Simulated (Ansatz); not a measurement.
Input and output for C$_{4}$H$_{6}$ClFO$_{2}$Ti, SMILES `[CH3][Ti-]1([F])([Cl])[O]C=CC=[O+]1`.

```yaml
crystal:
  periodic: [false, false, false]
  atoms:
    - {symbol: C, position_ang: [1.934427, -0.778005, -1.093928]}
    - {symbol: Ti, position_ang: [-0.073063, -1.089750, -0.778833]}
    - {symbol: F, position_ang: [0.178921, -2.799312, -0.421387]}
    - {symbol: Cl, position_ang: [-1.192806, -1.129373, -2.679009]}
    - {symbol: O, position_ang: [-0.132055, 0.945066, -0.665438]}
    - {symbol: C, position_ang: [-0.555817, 1.755615, 0.195091]}
    - {symbol: C, position_ang: [-1.127568, 1.388664, 1.411953]}
    - {symbol: C, position_ang: [-1.279410, 0.051891, 1.721659]}
    - {symbol: O, position_ang: [-0.920413, -0.920920, 0.987683]}
    - {symbol: H, position_ang: [2.338548, -1.673853, -1.568614]}
    - {symbol: H, position_ang: [2.384290, -0.650356, -0.102650]}
    - {symbol: H, position_ang: [2.105396, 0.110890, -1.700377]}
    - {symbol: H, position_ang: [-0.464304, 2.820156, -0.049711]}
    - {symbol: H, position_ang: [-1.468833, 2.145617, 2.102895]}
    - {symbol: H, position_ang: [-1.749113, -0.227028, 2.669966]}
basis:
  gaussian: {orbitals: STO-3G}
hamiltonian: {xc: {name: B97}}
```

```sh
$ ansatz run in.yaml --threads 4 --pin off --events-out ev --progress --plain --max-ram 66560MiB --backend cpu
```

Output, abridged:

```
Functional definition: B97
944 factors; integrals over basis functions are off by at most 1.4e-4 eV
mean field evaluation 1: about -46171.7835 eV, gradient 3.4e1 eV
mean field evaluation 2: about -46159.3672 eV, gradient 8.3e1 eV
mean field evaluation 4: about -46175.6713 eV, gradient 4.8e0 eV
mean field evaluation 8: about -46175.6281 eV, gradient 3.9e-1 eV
mean field evaluation 16: about -46175.6287 eV, gradient 2.7e-5 eV
mean field -46175.62869034 eV, -1696.9230554047 hartree, gradient 2.8e-5 eV, S^2 0.000000; 0 other end points of the search recorded, 0 dependent functions left out
reference -46175.62870922 eV, -1696.9230560987 hartree; 47, 47 occupied and 21, 21 virtual orbitals, 944 factors
Total energy: -46175.62870922 eV, -1696.9230560987 hartree
```

Run time 2.5 s (4 threads of an AMD EPYC 7R13 on a shared host); peak host memory 0.31 GiB.
